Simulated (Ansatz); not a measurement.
Molecule: C4H11Sn, net charge 0, doublet state. It need not be the lowest isomer of its formula. 
Geometry from a B3LYP-D3(BJ)/def2-TZVP (Ansatz, a program for electronic structure) optimisation:
```xyz
16

C     -0.2067    -1.5893    -1.4380
Sn    -0.0044    -0.0186    -0.0166
C     -0.1161     1.8867    -1.0384
C     -1.5935    -0.1981     1.4387
C      1.9175    -0.1667     0.9744
H     -0.8502    -2.4470    -1.2728
H      0.3307    -1.6011    -2.3805
H      0.0258     2.6996    -0.3266
H     -1.0882     1.9996    -1.5166
H      0.6606     1.9466    -1.8004
H     -2.5625    -0.1050     0.9493
H     -1.5402    -1.1683     1.9322
H     -1.5030     0.5839     2.1921
H      1.9925    -1.1151     1.5049
H      2.7205    -0.1082     0.2405
H      2.0292     0.6498     1.6877
```
Charge 0, spin multiplicity 2.

Basis-set convergence of Hartree-Fock and CCSD(T) correlation energies (hartree) with Ansatz. Cores are frozen in the correlated levels unless marked. UHF or UKS for open shells. No spin-orbit coupling. The frozen core is the preceding noble-gas configuration, with the filled d and f shells of earlier blocks. In def2 rows, elements after Kr have scalar-relativistic effective core potentials.

```csv
basis,functions,E(HF),"E(corr, CCSD(T))"
def2-SVP,137,-371.04729,-0.73630
def2-TZVPP,328,?,?
```

### Question
Fill in the missing entries.

### Answer

- def2-TZVPP, E(HF): -371.23767
- def2-TZVPP, E(corr, CCSD(T)): -0.89258
